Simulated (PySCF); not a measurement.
## Trend along the fourth-period p block: MI molecules

CCSD(T) with triple-zeta basis sets in PySCF, for the lowest determinant that a PBE0 search found; no spin–orbit coupling. De refers to high-spin ground-configuration atoms.

| M | basis | reference, frozen orbitals | state (unpaired electrons) | Re (Å) | ωe (cm⁻¹) | De (eV) |
| --- | --- | --- | --- | --- | --- | --- |
| Ga | x2c-TZVPPall | RHF, 27 | singlet (closed shell) | 2.570 | 225 | 3.72 |
| Ge | def2-TZVPP | UHF, 13 | doublet (π ↑) | 2.524 | 246 | 2.98 |
| As | x2c-TZVPPall | UHF, 27 | triplet (π ↑↑) | 2.501 | 255 | 2.09 |
| Se | def2-TZVPP | UHF, 13 | doublet (π ↑) | 2.463 | 266 | 2.02 |
| Br | x2c-TZVPPall | RHF, 27 | singlet (closed shell) | 2.485 | 266 | 1.96 |

The shortest bond is that of SeI (2.463 Å), the longest that of GaI (2.570 Å).

The rows differ in basis set, which adds steps of its own.

The state changes along the series, so neighbouring rows are not always alike in their bonding.

Correlated steps freeze the inner cores (13 to 27 orbitals); shallow outer-core shells are correlated. These are scalar-relativistic numbers at best; spin–orbit coupling would shift them, the dissociation energy most. Where the molecule has an RHF reference, its open-shell atoms are computed with UHF. States were picked by a PBE0 search and need not be the measured ground states.
